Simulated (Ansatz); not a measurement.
Reaction (formal exchange of groups at the Se–C bond): `O=CC([SiH3])[SeH]` + `C[SiH](F)Cl` → `C[Si](F)(Cl)[SeH]` + `O=CC[SiH3]`

Program: Ansatz. Geometries: PBE0-D4/def2-TZVP. ΔE: electronic, gas phase. CBS: MP2 limit from def2 TZ/QZ plus the TZ coupled-cluster correction, frozen cores. DFT in def2-TZVPP. B3LYP here is the variant with VWN-RPA as its local correlation; programs differ in this. For Se outer-core shells are correlated without core-valence functions, which leaves a few kJ/mol of doubt a bond. Scalar relativity is left out up to krypton. Each species was taken in one conformer, which may not be the lowest.

(1) Is it downhill or uphill in electronic energy at CCSD(T)/CBS, and by how much? (Estimate.)

(2) What do these levels give: PBE0-D4, ωB97X-V, ωB97M-V, r2SCAN, B3LYP, SCS-MP2/def2-TZVPP, CCSD/def2-TZVPP, CCSD(T)/def2-TZVPP, HF/def2-QZVPP, MP2/def2-QZVPP, HF/CBS(def2), CCSD/CBS(def2)? (Estimate.)

Largest T1 diagnostic among the species: 0.014.

## Answers

(1) Computed: Downhill: ΔE = -105.0 kJ/mol.

(2) The calculation gave: PBE0-D4 -107.5, ωB97X-V -107.4, ωB97M-V -108.7, r2SCAN -106.3, B3LYP -105.7, SCS-MP2/def2-TZVPP -99.8, CCSD/def2-TZVPP -104.5, CCSD(T)/def2-TZVPP -101.2, HF/def2-QZVPP -116.5, MP2/def2-QZVPP -101.9, HF/CBS(def2) -116.4, CCSD/CBS(def2) -108.2 kJ/mol.

From PBE to PBE0 (25 % exact exchange), in def2-TZVPP and without D4, ΔE moves by −5.9 kJ/mol. In def2-TZVPP, CCSD(T) changes the Hartree–Fock value by +15.6 kJ/mol (the triples alone add +3.2 kJ/mol) and MP2 by +16.9 kJ/mol.
